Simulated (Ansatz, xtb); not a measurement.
# Ranking isomers of C5H9NOS

5 gas-phase structures of C5H9NOS, from a drawn sample of its isomers (lower ones may exist). Each was relaxed with GFN2-xTB; where two conformers were screened, the lower at r2SCAN-D4/def2-SVP is listed:

A. `CO[C@@H]1C=C(S)[C@H]1N`, a singlet
B. `CO[C@@H]1C=C(S)[C@@H]1N`, a singlet
C. `[H]/N=C1/[C@H](S)C[C@H]1OC`, a singlet
D. `[H]/N=C1/[C@@H](S)C[C@H]1OC`, a singlet
E. `CO[C@@H]1CC(S)=C1N`, a singlet

Question: Estimate their order in r2SCAN-D4/def2-SVP energy at these geometries, lowest first.

Answer: Calculated order at r2SCAN-D4/def2-SVP: E (0.0), D (1.0), C (11.9), B (24.9), A (29.5) kJ/mol. Less than 1 kcal/mol parts E and D, so the order within that pair means little. CCSD(T)/def2-SVP + ΔMP2/def2-TZVPP after further relaxation puts D lowest instead.

Energies above the lowest of each column, in kJ/mol; the last columns are at PBE0-D3(BJ)/def2-SVP geometries:

```json
{"structure": "E", "GFN2-xTB": "13.6", "HF/STO-3G": "30.4", "r2SCAN-D4/def2-SVP": "0.0", "PBE0-D3(BJ)/def2-SVP": "0.0", "CCSD(T)/def2-SVP + ΔMP2/def2-TZVPP": "8.8"}
{"structure": "D", "GFN2-xTB": "0.0", "HF/STO-3G": "0.0", "r2SCAN-D4/def2-SVP": "1.0", "PBE0-D3(BJ)/def2-SVP": "2.8", "CCSD(T)/def2-SVP + ΔMP2/def2-TZVPP": "0.0"}
{"structure": "C", "GFN2-xTB": "6.1", "HF/STO-3G": "4.4", "r2SCAN-D4/def2-SVP": "11.9", "PBE0-D3(BJ)/def2-SVP": "11.2", "CCSD(T)/def2-SVP + ΔMP2/def2-TZVPP": "4.7"}
{"structure": "B", "GFN2-xTB": "45.1", "HF/STO-3G": "45.2", "r2SCAN-D4/def2-SVP": "24.9", "PBE0-D3(BJ)/def2-SVP": "30.5", "CCSD(T)/def2-SVP + ΔMP2/def2-TZVPP": "25.8"}
{"structure": "A", "GFN2-xTB": "43.7", "HF/STO-3G": "44.2", "r2SCAN-D4/def2-SVP": "29.5", "PBE0-D3(BJ)/def2-SVP": "34.2", "CCSD(T)/def2-SVP + ΔMP2/def2-TZVPP": "27.8"}
```

CCSD(T)/def2-SVP + ΔMP2/def2-TZVPP puts D lowest; PBE0-D3(BJ)/def2-SVP picks E. CCSD(T)/def2-SVP + ΔMP2/def2-TZVPP orders those it was run on as D (0.0), C (4.7), E (8.8), B (25.8), A (27.8) kJ/mol. Less than 1 kcal/mol parts C and E; B and A, so the order within those pairs means little. Flexible structures stand in one conformer each, not always the lowest. ΔMP2 is the change of the MP2 energy from the smaller to the larger basis.

Over these structures GFN2-xTB departs from r2SCAN-D4/def2-SVP by 9.3 kJ/mol on average once a common shift is removed. A GFN2-xTB relaxation took about 0.21 s and the r2SCAN-D4/def2-SVP energy about 3.6 s on a shared host (Ansatz 0.2.0, xtb 6.7.1).
